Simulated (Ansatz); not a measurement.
Start from `CBCCO` and change one atom or group to get `CBCBO`.

Ansatz, PBE0-D4/def2-TZVP geometries, multiplicity 1. Each molecule was computed in one conformer, which needn't be the lowest.

| property | `CBCCO` |
| --- | --- |
| LUMO energy (B3LYP/def2-TZVPP) / eV | -1.04 |
| HOMO–LUMO gap (ωB97M-V/def2-TZVPP) / eV | 11.22 |
| size of the dipole moment (PBE/def2-TZVPP) / D | 1.28 |
| HOMO energy (ωB97M-V/def2-TZVPP) / eV | -10.08 |
| size of the dipole moment (B3LYP/def2-TZVPP) / D | 1.42 |
| LUMO energy (PBE0/def2-TZVPP) / eV | -0.80 |

Q: Give the same properties after the change, and the shifts. (Estimate.)

A: Ansatz gave: 
```json
{"property": "LUMO energy (B3LYP/def2-TZVPP) / eV", "`CBCBO`": "-1.25", "shift": "-0.21"}
{"property": "HOMO–LUMO gap (ωB97M-V/def2-TZVPP) / eV", "`CBCBO`": "11.69", "shift": "0.47"}
{"property": "size of the dipole moment (PBE/def2-TZVPP) / D", "`CBCBO`": "2.05", "shift": "0.77"}
{"property": "HOMO energy (ωB97M-V/def2-TZVPP) / eV", "`CBCBO`": "-10.76", "shift": "-0.68"}
{"property": "size of the dipole moment (B3LYP/def2-TZVPP) / D", "`CBCBO`": "2.03", "shift": "0.61"}
{"property": "LUMO energy (PBE0/def2-TZVPP) / eV", "`CBCBO`": "-1.03", "shift": "-0.23"}
```

With PBE0 the HOMO falls by 0.79 eV and the LUMO falls by 0.23 eV, so the gap widens by about 0.56 eV. PBE moves the HOMO by -1.03 eV and ωB97M-V by -0.68 eV. Dipoles are sizes alone; their direction can turn.

B3LYP here is the variant with VWN-RPA as its local correlation; programs differ in this.
